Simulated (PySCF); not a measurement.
## Correlation energy of Sn⁻ (tin, charge -1)

[Kr] 4d10 5s2 5p3, high-spin 4S determinant. Calculation: PySCF 2.14, in def2-QZVPPD with the def2 core potential (28 electrons); scalar relativity through the core potential. Frozen: 4s2 4p6 4d10; 5 electrons correlated.

| level | correlation energy (mhartree) |
| --- | --- |
| CCSD | -72.83 |
| (T) | -3.46 |
| CCSD(T) | -76.29 |

Diagnostics: T1 = 0.0075, D1 = 0.0188, largest double amplitude 0.037.

Cost of the coupled-cluster step: about 13 core-seconds, for 5 correlated electrons.
